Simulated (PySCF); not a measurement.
**SbSe: energy against distance**

Set-up: PySCF, scalar-relativistic core potentials, basis sets Sb def2-SVP with ECP28, Se def2-SVP. Energies in eV from Sb + Se in their ground configurations at the same level. State: ²Π (doublet), unpaired electrons π ↑.

All columns are r²SCAN. A positive dipole means Sb(−)Se(+).

```json
{"R (Å)": "2.024", "E (eV)": "-1.354", "μ (D)": "-0.90", "Mulliken charge on Sb (basis-dependent)": "0.12", "HOMO (eV)": "-4.00", "LUMO (eV)": "-3.76", "Mayer bond order": "2.29", "⟨S²⟩": "0.75"}
{"R (Å)": "2.118", "E (eV)": "-2.334", "μ (D)": "-1.21", "Mulliken charge on Sb (basis-dependent)": "0.15", "HOMO (eV)": "-4.19", "LUMO (eV)": "-3.96", "Mayer bond order": "2.28", "⟨S²⟩": "0.75"}
{"R (Å)": "2.212", "E (eV)": "-2.871", "μ (D)": "-1.51", "Mulliken charge on Sb (basis-dependent)": "0.18", "HOMO (eV)": "-4.37", "LUMO (eV)": "-4.15", "Mayer bond order": "2.27", "⟨S²⟩": "0.75"}
{"R (Å)": "2.282", "E (eV)": "-3.064", "μ (D)": "-1.71", "Mulliken charge on Sb (basis-dependent)": "0.20", "HOMO (eV)": "-4.50", "LUMO (eV)": "-4.29", "Mayer bond order": "2.27", "⟨S²⟩": "0.75"}
{"R (Å)": "2.353", "E (eV)": "-3.125", "μ (D)": "-1.91", "Mulliken charge on Sb (basis-dependent)": "0.21", "HOMO (eV)": "-4.62", "LUMO (eV)": "-4.43", "Mayer bond order": "2.26", "⟨S²⟩": "0.76"}
{"R (Å)": "2.424", "E (eV)": "-3.087", "μ (D)": "-2.09", "Mulliken charge on Sb (basis-dependent)": "0.22", "HOMO (eV)": "-4.74", "LUMO (eV)": "-4.56", "Mayer bond order": "2.25", "⟨S²⟩": "0.77"}
{"R (Å)": "2.518", "E (eV)": "-2.929", "μ (D)": "-2.27", "Mulliken charge on Sb (basis-dependent)": "0.23", "HOMO (eV)": "-4.87", "LUMO (eV)": "-4.71", "Mayer bond order": "2.16", "⟨S²⟩": "0.85"}
{"R (Å)": "2.635", "E (eV)": "-2.649", "μ (D)": "-2.33", "Mulliken charge on Sb (basis-dependent)": "0.23", "HOMO (eV)": "-4.99", "LUMO (eV)": "-4.73", "Mayer bond order": "1.90", "⟨S²⟩": "1.09"}
{"R (Å)": "2.776", "E (eV)": "-2.275", "μ (D)": "-2.38", "Mulliken charge on Sb (basis-dependent)": "0.22", "HOMO (eV)": "-5.10", "LUMO (eV)": "-4.68", "Mayer bond order": "1.61", "⟨S²⟩": "1.33"}
{"R (Å)": "2.965", "E (eV)": "-1.779", "μ (D)": "-2.49", "Mulliken charge on Sb (basis-dependent)": "0.21", "HOMO (eV)": "-5.18", "LUMO (eV)": "-4.58", "Mayer bond order": "1.31", "⟨S²⟩": "1.56"}
```

A fit through these points gives, at Re = 2.357 Å, μ = -1.92 D and dμ/dR = -2.67 D/Å; the reduced mass is 48.11 u.

Task: How strong is the fundamental in the double-harmonic approximation, I = 42.26·(dμ/dR)²/μred km/mol?

Result: I = 42.26·(-2.67)²/48.11 = 6.26 km/mol at r²SCAN.

⟨S²⟩ of the unrestricted solution departs from its pure value on part of the curve, where spin states mix. Spin–orbit coupling is left out, which matters for elements this heavy, above all for dissociation energies. The state was picked by a PBE0 search and need not be the measured ground state.
